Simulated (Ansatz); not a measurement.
Gas-phase electronic energies from Ansatz, PBE0-D4/def2-TZVP geometries. CCSD(T)/CBS is the MP2 limit (def2-TZVPP, def2-QZVPP) plus CCSD(T) − MP2 in def2-TZVPP, frozen cores. This one scheme is used for every species. Functionals use def2-TZVPP. B3LYP here is the variant with VWN-RPA as its local correlation; programs differ in this. Each species was taken in one conformer, which may not be the lowest.

Consider the redistribution: `N[SiH](O)[SiH2]F` + `[SiH3]NC=S` → `F[SiH2]N[SiH3]` + `N[SiH](O)C=S`.

`N[SiH](O)[SiH2]F`:

Cartesian coordinates in Å:
```
N 0.650 0.346 1.676
Si 0.648 0.520 -0.025
O 1.796 -0.284 -0.899
Si -1.459 -0.249 -0.742
F -1.205 -1.338 -1.908
H 1.329 0.816 2.252
H 0.290 -0.478 2.129
H 0.922 1.953 -0.282
H 1.570 -1.149 -1.244
H -2.340 0.812 -1.300
H -2.201 -0.948 0.343
```

`[SiH3]NC=S`:

```xyz
9

Si   -1.178    0.255   -0.524
N     0.464   -0.303   -0.270
C     1.206   -0.130    0.842
S     2.731   -0.652    1.070
H    -1.569    0.946    0.726
H    -1.224    1.180   -1.682
H    -2.067   -0.901   -0.795
H     0.959   -0.812   -0.994
H     0.678    0.418    1.626
```

`F[SiH2]N[SiH3]`:

```xyz
10

F     2.215    0.378    1.220
Si    0.646    0.107    1.393
N    -0.046   -0.640    0.024
Si   -0.698    0.117   -1.392
H     0.514   -0.794    2.561
H     0.011    1.428    1.588
H     0.025   -1.648   -0.005
H     0.123   -0.163   -2.601
H    -0.711    1.577   -1.128
H    -2.079   -0.363   -1.661
```

`N[SiH](O)C=S`:

```xyz
10

N    -0.983    0.145   -1.192
Si   -0.311   -0.042    0.363
O    -0.282    1.381    1.186
C     1.497   -0.566    0.409
S     2.128   -1.551   -0.701
H    -0.495    0.671   -1.900
H    -1.474   -0.634   -1.601
H    -1.126   -1.090    1.033
H    -1.090    1.896    1.180
H     2.136   -0.210    1.223
```

CCSD(T)/CBS gives -87.2 kJ/mol.

(1) Another level gave -39.7 kJ/mol. Which?
A. B3LYP-D4/def2-TZVPP
B. PBE/def2-TZVPP
C. PBE0/def2-TZVPP
D. CCSD/def2-TZVPP

Largest T1 diagnostic among the species: 0.017.

## Answers

(1) B. PBE -39.7, B3LYP-D4 -65.2, CCSD/def2-TZVPP -89.9, PBE0 -53.1 kJ/mol.

From PBE to PBE0 (25 % exact exchange), in def2-TZVPP and without D4, ΔE moves by −13.4 kJ/mol.
